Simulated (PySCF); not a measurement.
**Deuteron quadrupole couplings in `CC(=O)N[SiH2]CN(C)[SiH3]`**

Species: C₄H₁₄N₂OSi₂.
Numbering: `[CH3:1][C:2](=[O:3])[NH:4][SiH2:5][CH2:6][N:7]([CH3:8])[SiH3:9]` (hydrogens: H10, H11, H12 on C1; H13 on N4; H14, H15 on Si5; H16, H17 on C6; H18, H19, H20 on C8; H21, H22, H23 on Si9)

Cartesian coordinates in Å at the GFN2-xTB level; atoms count from 1:
```xyz
23
C4H14N2OSi2 angstrom
C      4.1304    0.0650    0.0676
C      2.6964   -0.3920   -0.0230
O      2.1855   -0.8366   -1.0340
N      1.9442   -0.2996    1.0889
Si     0.2959   -0.8941    0.8905
C     -0.6430    0.2142   -0.3485
N     -2.0703    0.2787   -0.1069
C     -2.7166   -0.9955   -0.2595
Si    -2.9281    1.7558   -0.2789
H      4.6210   -0.0790   -0.8905
H      4.1663    1.1185    0.3376
H      4.6525   -0.5067    0.8323
H      2.3518    0.0485    1.9403
H      0.3822   -2.3012    0.5111
H     -0.2180   -0.7334    2.2558
H     -0.4478   -0.1363   -1.3705
H     -0.2434    1.2280   -0.2895
H     -2.3123   -1.7089    0.4651
H     -3.7854   -0.8909   -0.0900
H     -2.5618   -1.4117   -1.2628
H     -4.2124    1.5333    0.3845
H     -3.1805    2.2067   -1.6608
H     -2.1112    2.7645    0.3974
```

Level: PBE0/pcSseg-1 (PySCF, non-relativistic); Q(2H) = 0.00286 b; rigid geometry, the same for H and D, with no vibrational averaging.

**Question.** Rank these positions by the coupling χzz of a deuteron there, largest first.
A. H20 (methyl hydrogen)
B. H10 (methyl hydrogen)
C. H22 (Si–H hydrogen)
D. H15 (Si–H hydrogen)
E. H14 (Si–H hydrogen)
F. H13 (amide N–H hydrogen)

**Answer.** F (283 kHz), B (211 kHz), A (196 kHz), E (111 kHz), D (107 kHz), C (102 kHz).

**Question.** Tabulate Vzz, the asymmetry η and χzz = 234.96 MHz × Q × Vzz for every hydrogen position.

**Answer.** 
| atom | bonded to | bond length (Å) | Vzz (au) | η | χzz (kHz) |
| --- | --- | --- | --- | --- | --- |
| H10 | C1 | 1.086 | 0.3135 | 0.01 | 211 |
| H11 | C1 | 1.088 | 0.3126 | 0.03 | 210 |
| H12 | C1 | 1.088 | 0.3124 | 0.03 | 210 |
| H13 | N4 | 1.006 | 0.4211 | 0.15 | 283 |
| H14 | Si5 | 1.460 | 0.1648 | 0.05 | 111 |
| H15 | Si5 | 1.468 | 0.1586 | 0.04 | 107 |
| H16 | C6 | 1.098 | 0.2917 | 0.05 | 196 |
| H17 | C6 | 1.091 | 0.3057 | 0.09 | 205 |
| H18 | C8 | 1.094 | 0.2989 | 0.08 | 201 |
| H19 | C8 | 1.087 | 0.3100 | 0.07 | 208 |
| H20 | C8 | 1.097 | 0.2918 | 0.05 | 196 |
| H21 | Si9 | 1.463 | 0.1623 | 0.05 | 109 |
| H22 | Si9 | 1.475 | 0.1521 | 0.02 | 102 |
| H23 | Si9 | 1.464 | 0.1616 | 0.05 | 109 |

**Question.** Average by the element that carries the hydrogen.

**Answer.** on C: 205 kHz over 8 positions, mean bond length 1.091 Å; on N: 283 kHz over 1 position, mean bond length 1.006 Å; on Si: 107 kHz over 5 positions, mean bond length 1.466 Å.

**Question.** How does χzz go with the bond length over the 8 C–H bonds?

**Answer.** A straight-line fit has a slope of -13.2 kHz for each 0.01 Å, with a correlation coefficient of -0.98, over lengths from 1.086 to 1.098 Å. The longer bonds have the smaller couplings here.

Isolated species at its GFN2-xTB geometry (one conformer only). GFN2-xTB bond lengths can be off by several hundredths of an ångström, more for odd bonds, and the gradients follow them. These gradients aren't converged with respect to the basis.

These values come from a run that also computed NMR shieldings. On Intel Xeon Platinum 8375C at 2.90 GHz, one thread, shared host with 64 logical CPUs at a one-minute load of 26, this took 62 s and 1.1 GiB of memory at its peak.
